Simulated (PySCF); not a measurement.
A structure optimised at PBE0-D3(BJ)/def2-TZVP, used in a PySCF frequency run:

```xyz
3

F      0.0000     0.0000     1.1962
B      0.0000     0.0000    -0.0860
O      0.0000     0.0000    -1.2920
```
Charge 0, spin multiplicity 1.

Problem. Write its SMILES, formula and point group.

Solution. O=BF, BFO, C∞v

Problem. What are its rotational constants (standard atomic weights)?

Solution. 9.3693 GHz (linear rotor, B only)
